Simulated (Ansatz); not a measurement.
```tsv
atom	x (Å)	y (Å)	z (Å)
Cr	0.0000	0.0000	-0.0612
H	0.0000	0.0000	1.4678
```

Basis set: 6-31G* (spherical functions). Left uncorrelated: 5 orbitals. Charge 0, multiplicity 6.

Computed with Ansatz (development build ahead of 0.2.0); each method stands on the lowest determinant of its kind that the runs found.

The atomization energy at this shape (free ground-state atoms in the same class of orbitals less the molecule, no zero-point energy) of sextet CrH:

| method | atomization energy |
| --- | --- |
| UHF | 1.70 eV |

What does UHF-MP2 give?

1.85 eV.
